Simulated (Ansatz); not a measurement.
Consider the ligand exchange at a Ga–N bond: `C=[N][GaH2]` + `N#CO` → `N#C[O][GaH2]` + `C=N`.

Gas-phase electronic energies from Ansatz, PBE0-D4/def2-TZVP geometries. CCSD(T)/CBS is the MP2 limit (def2-TZVPP, def2-QZVPP) plus CCSD(T) − MP2 in def2-TZVPP, frozen cores. This one scheme is used for every species. Functionals use def2-TZVPP. For Ga outer-core shells are correlated without core-valence functions, which leaves a few kJ/mol of doubt a bond. Scalar relativity is left out up to krypton. Each species was taken in one conformer, which may not be the lowest.

`C=[N][GaH2]`:

```xyz
7

C    -1.011    1.004    0.441
N    -0.340    0.026    0.070
Ga    1.032   -1.022   -0.450
H    -0.582    2.004    0.613
H    -2.094    0.926    0.624
H     1.748   -1.805    0.689
H     1.247   -1.132   -1.987
```

`N#CO`:

Cartesian coordinates in Å:
```
N -1.022 -0.372 1.195
C -0.233 -0.223 0.368
O 0.677 -0.118 -0.540
H 0.579 0.712 -1.024
```

`N#C[O][GaH2]`:

```xyz
6

N     0.527    0.045    2.553
C    -0.079    0.019    1.567
O    -0.767   -0.010    0.498
Ga   -0.029   -0.016   -1.194
H     1.518    0.017   -1.188
H    -1.170   -0.055   -2.236
```

`C=N`:

```xyz
5

C    -0.024    0.354    0.163
N     0.418   -0.455   -0.697
H    -0.733    0.098    0.959
H     0.313    1.392    0.132
H     0.026   -1.387   -0.557
```

CCSD(T)/CBS gives -17.8 kcal/mol.

(1) Another level gave -17.1 kcal/mol. Which?
A. PBE-D4/def2-TZVPP
B. LDA (SPW92)/def2-TZVPP
C. BLYP-D4/def2-TZVPP
D. SCS-MP2/def2-TZVPP

Largest T1 diagnostic among the species: 0.017.

## Answers

(1) C. BLYP-D4 -17.1, SCS-MP2/def2-TZVPP -19.1, PBE-D4 -15.9, LDA (SPW92) -13.1 kcal/mol.

From BLYP to BHLYP (50 % exact exchange), in def2-TZVPP and without D4, ΔE moves by −2.1 kcal/mol. Leaving LDA and LC-ωPBE aside and taking each functional with its dispersion term where it has one, the values, not all of them listed here, spread over 3.3 kcal/mol, from BHLYP-D4 to PBE-D4. LDA lies +3.0 kcal/mol from PBE without D4. In def2-TZVPP, CCSD(T) changes the Hartree–Fock value by +3.3 kcal/mol (the triples alone add +0.4 kcal/mol) and MP2 by +3.3 kcal/mol.
